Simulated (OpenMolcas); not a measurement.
# Xe4+: effect of the active space

```yaml
Program: OpenMolcas 26.06
Method: SS-CASPT2 or its RAS form, IPEA 0.25 Eh, imaginary shift 0.1 Eh
Basis: ANO-RCC-VQZP
Scalar_Hamiltonian: DKH2, point nucleus
Spin-orbit_coupling: state interaction with AMFI integrals over the reference wave functions, term energies averaged over their components
```

A. 2 electrons in 3 orbitals (5p); 2S+1 = 3 even, 3 roots; 2S+1 = 1 even, 6 roots; closed shells correlated: 4d 5s; CASPT2 step about 1.9 core-seconds
B. 4 electrons in 4 orbitals (5s 5p); 2S+1 = 3 even, 6 roots; 2S+1 = 1 even, 12 roots; 2S+1 = 5 odd, 1 root; 2S+1 = 3 odd, 9 roots; 2S+1 = 1 odd, 8 roots; closed shells correlated: 4d; CASPT2 step of the order of 9 core-seconds
C. 4 electrons in 8 orbitals (5s 5p 6s 6p); 2S+1 = 3 even, 3 roots; 2S+1 = 1 even, 12 roots; 2S+1 = 5 odd, 1 root; 2S+1 = 3 odd, 9 roots; 2S+1 = 1 odd, 8 roots; closed shells correlated: 4d; CASPT2 step about 17 core-seconds
D. 2 electrons in 9 orbitals (RAS2 5p; RAS3 5d 6s, at most 1 electron); 2S+1 = 3 even, 3 roots; 2S+1 = 1 even, 6 roots; 2S+1 = 3 odd, 18 roots; 2S+1 = 1 odd, 18 roots; closed shells correlated: 4d 5s; CASPT2 step about 27 core-seconds
E. 4 electrons in 9 orbitals (RAS2 5s 5p; RAS3 5d, at most 2 electrons); 2S+1 = 3 even, 6 roots; 2S+1 = 1 even, 12 roots; 2S+1 = 5 odd, 1 root; 2S+1 = 3 odd, 9 roots; 2S+1 = 1 odd, 8 roots; closed shells correlated: 4d; CASPT2 step roughly 26 core-seconds

Energies in cm-1 above 5s2 5p2 3P0, the measured ground level; measured values from Saloman, J. Phys. Chem. Ref. Data 33, 765 (2004).

| Level | A | B | C | D | E | Measured |
| --- | --- | --- | --- | --- | --- | --- |
| 5s2 5p2 3P0 | 0.0 | 0.0 | 0.0 | 0.0 | 0.0 | 0.0 |
| 5s2 5p2 3P1 | 8100 | 7930 | 7760 | 7770 | 7780 | 9292 |
| 5s2 5p2 3P2 [71 %] | 12800 | 12480 | 12480 | 12500 | 12460 | 14127 |
| 5s2 5p2 1D2 [71 %] | 26170 | 25540 | 25700 | 25920 | 25620 | 28411 |
| 5s2 5p2 1S0 | 42400 | 42950 | 43240 | 45680 | 42430 | 44470 |

Deviations, from unrounded energies. A percentage is the sum of absolute deviations over the sum of measured energies, with the sign that they share, or ± where signs differ.

```json
{"Against measurement": "mean absolute deviation (cm-1)", "Levels": "4", "A": "1700", "B": "1900", "C": "1800", "D": "1700", "E": "2000"}
{"Against measurement": "fine structure of the ground term (%)", "Levels": "2", "A": "-10.8", "B": "-12.8", "C": "-13.6", "D": "-13.4", "E": "-13.6"}
{"Against measurement": "other terms of the ground configuration (%)", "Levels": "2", "A": "-5.9", "B": "-6.0", "C": "-5.4", "D": "±5.1", "E": "-6.6"}
```

A, C, D lie about equally close to measurement and E furthest from it. The largest miss of A in the table is 5s2 5p2 1D2 [71 %], by -2200 cm-1. The ranking rests on the paired levels alone, and a cruder setting can come out closer through cancelling errors.

The two smallest mean deviations differ by little beside CASPT2's spread within terms, so their order carries little weight.

Among A to E the level of the table that moves most is 5s2 5p2 1S0, by 3300 cm-1 (lowest in A, highest in D). Moves below CASPT2's spread within the term are not significant.

Term energies are means over components that CASPT2 splits; among the terms shown or strongly mixed into the levels shown the widest spread is 90 cm-1 (5s2 5p2 1D, A). Over all roots computed the reference weight is 0.83 to 0.95 in B, 0.81 to 0.95 in C, 0.82 to 0.93 in D; the roots of lowest weight are the least certain, and an intruder state may touch them. With the s shell closed, the reference lacks s² → p² mixing (holds for A; D). Active for correlation alone: 6p 6s; no level in the range computed is led by a configuration that fills them, so any true level of that kind is missing (holds for C). Active for correlation alone: 5d; no level in the range computed is led by a configuration that fills it, so any true level of that kind is missing (holds for E). Measured partners are found by configuration, term and J. A level has none where our copy of the source lacks it or the pairing is in doubt (some pairs that miss far off the trend of their configuration count as doubtful), and it then counts in no deviation. Only configurations of the active space appear. The table leaves out levels that lie high or whose names do not pair safely across all columns.

A share in square brackets marks a mixed level and gives the weight of the term that names it, the lowest over the columns.
